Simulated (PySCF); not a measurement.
# TDDFT excited states: C6H13OP

C6H13OP.
Atom-mapped SMILES: `[CH3:1][O:2][C@@H:3]1[PH:4][CH2:5][CH2:6][C@@H:7]1[CH3:8]` (hydrogens: H9, H10, H11 on C1; H12 on C3; H13 on P4; H14, H15 on C5; H16, H17 on C6; H18 on C7; H19, H20, H21 on C8)

Method used: PySCF, TDDFT CAM-B3LYP/def2-SVPD, vertical, gas phase, core orbitals frozen in the response. The structure is a single PBE0-D3(BJ)/def2-SVP conformer in the gas phase; no vibrational or solvent corrections.

```tsv
state	λ (nm)	E (eV)	f	|μ| (D)	main configurations (H = HOMO, L = LUMO)
S1	206.9	5.99	0.033	1.21	H→L (83%)
S2	194.7	6.37	0.085	1.87	H→L+1 (74%)
S3	181.8	6.82	0.029	1.06	H-1→L (79%)
S4	174.0	7.13	0.061	1.50	H→L+2 (29%), H→L+5 (28%), H-1→L+1 (11%)
S5	167.8	7.39	0.0067	0.49	H→L+2 (39%), H→L+3 (20%), H→L+4 (11%)
S6	166.4	7.45	0.055	1.39	H-1→L+1 (56%), H→L+2 (8%)
S7	162.0	7.65	0.021	0.86	H→L+3 (35%), H→L+4 (19%), H-1→L+1 (13%)
S8	161.1	7.69	0.0059	0.45	H→L+4 (33%), H→L+5 (21%), H→L+3 (10%)
S9	156.2	7.94	0.0055	0.43	H→L+6 (37%), H-1→L+3 (15%), H→L+8 (14%)
S10	153.2	8.09	0.027	0.93	H-1→L+2 (52%), H→L+5 (14%), H→L+7 (10%)
```

Triplets, Tamm–Dancoff:

```json
{"state": "T1", "E (eV)": "5.08", "λ (nm)": "244.0", "main configurations (H = HOMO, L = LUMO)": "H→L (51%), H→L+4 (16%)"}
{"state": "T2", "E (eV)": "5.41", "λ (nm)": "229.3", "main configurations (H = HOMO, L = LUMO)": "H→L+1 (52%), H→L+5 (12%)"}
{"state": "T3", "E (eV)": "6.43", "λ (nm)": "192.8", "main configurations (H = HOMO, L = LUMO)": "H-1→L (64%), H→L (11%)"}
{"state": "T4", "E (eV)": "6.76", "λ (nm)": "183.3", "main configurations (H = HOMO, L = LUMO)": "H→L+5 (31%), H→L+2 (12%), H→L+4 (10%)"}
```

The lowest singlet comes at 207 nm (578 kJ/mol) in the ultraviolet; it is of moderate strength; its leading configuration is HOMO→LUMO (83%). The most intense listed level is S2 at 6.37 eV (195 nm, f = 0.085), 0.37 eV above S1. Löwdin shares by element: HOMO phosphorus 51%, carbon 18% or more, oxygen 10% (atoms not listed hold the other 21%); LUMO hydrogen 17% or more, phosphorus 15%, carbon 7% or more (atoms not listed hold the other 60%). The listed states span 2.10 eV, and the widest gap between neighbours is 0.45 eV (S2 to S3). Of the 10 states listed, 7 reach f = 0.01 and none stays under 0.0005. Orbital energies (eV): HOMO-3 -10.50, HOMO-2 -10.21, HOMO-1 -8.83, HOMO -7.98, LUMO 1.07, LUMO+1 1.52, LUMO+2 1.86. The vertical ionisation energy (ΔSCF) is 8.66 eV, 0.57 eV above S10. Singlets were solved by full linear response, triplets in the Tamm–Dancoff approximation.

Hardware: Arm Neoverse V2, one thread, no GPU, on a shared host. Cost: 4.3 min wall (grids of density and orbitals included), 1.4 GiB resident at most.

Without π bonds the low states may be Rydberg-like; a valence basis with one diffuse set may place them up to an eV too high.
